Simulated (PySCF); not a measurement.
**How methods differ on the ionisation energy of Ru⁺**

Ru⁺ [Kr] 4d7 [4d3/2^4 4d5/2^3, M_J = 9/2] → Ru²⁺ [Kr] 4d6 [4d3/2^4 4d5/2^2, M_J = 4], as a difference of total energies. Calculation: PySCF 2.14, in x2c-TZVPall-2c; the two-component X2C-1e Hamiltonian. Correlated levels: [Ar] 3d10 frozen; the 6 highest virtual spinors dropped. "Screened" scales the spin-orbit matrix elements by Boettger's factors to mimic the two-electron term; Breit and QED terms are absent.

```tsv
method	ionisation energy (eV)
GHF (spin-free)	14.850
GMP2 (spin-free)	16.089
GHF (screened spin-orbit)	14.890
GMP2 (screened spin-orbit)	16.135
```

**Question.** How much does correlation contribute at GMP2 (screened spin-orbit)?

**Answer.** 16.135 − (14.890) = 1.245 eV, measured against GHF (screened spin-orbit).

The spin-free rows relax to the high-spin LS determinant and lack the spin-orbit shift.

Errors of the correlated levels include the incompleteness of this basis and the frozen core.

The labels give the starting determinants; with spin-orbit coupling the two ends relaxed to ⟨J²⟩ = 24.77, ⟨L²⟩ = 12.12, ⟨S²⟩ = 3.74 and ⟨J²⟩ = 20.01, ⟨L²⟩ = 6.08, ⟨S²⟩ = 5.97.

For comparison: 16.76 ± 0.06 eV (semi-empirical (NIST evaluation); NIST Atomic Spectra Database, ionization energies).
